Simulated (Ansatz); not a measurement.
C₂H₅IOSi (`OC1(I)C[SiH2]1`). Charge 0, multiplicity 1. Correlated methods include outer-core shells of I, which these sets cover unevenly. I takes the def2 core potential.

```json
{"atom": "O1", "x (Å)": "-1.6231", "y (Å)": "-0.6078", "z (Å)": "-0.5557"}
{"atom": "C2", "x (Å)": "-0.3883", "y (Å)": "-0.5526", "z (Å)": "0.0296"}
{"atom": "I3", "x (Å)": "0.3355", "y (Å)": "-2.4798", "z (Å)": "0.7326"}
{"atom": "C4", "x (Å)": "0.7056", "y (Å)": "0.2686", "z (Å)": "-0.6599"}
{"atom": "Si5", "x (Å)": "0.1677", "y (Å)": "0.9235", "z (Å)": "1.0030"}
{"atom": "H6", "x (Å)": "-1.5384", "y (Å)": "-1.0252", "z (Å)": "-1.4228"}
{"atom": "H7", "x (Å)": "0.3471", "y (Å)": "0.8155", "z (Å)": "-1.5301"}
{"atom": "H8", "x (Å)": "1.6781", "y (Å)": "-0.1872", "z (Å)": "-0.8051"}
{"atom": "H9", "x (Å)": "-0.6963", "y (Å)": "2.1216", "z (Å)": "1.0135"}
{"atom": "H10", "x (Å)": "1.0121", "y (Å)": "0.7234", "z (Å)": "2.1948"}
```

Give the diagnostics of a CCSD(T)/def2-TZVPP run (frozen core, Ansatz). (Best estimate.)

Computed: T1 = 0.0113, largest single amplitude 0.014, largest double 0.020, (T) share of the correlation energy 3.5 %, 10 CCSD cycles. The RHF solution is stable towards an unrestricted one. T1 lies under the customary mark of 0.02 for closed shells.
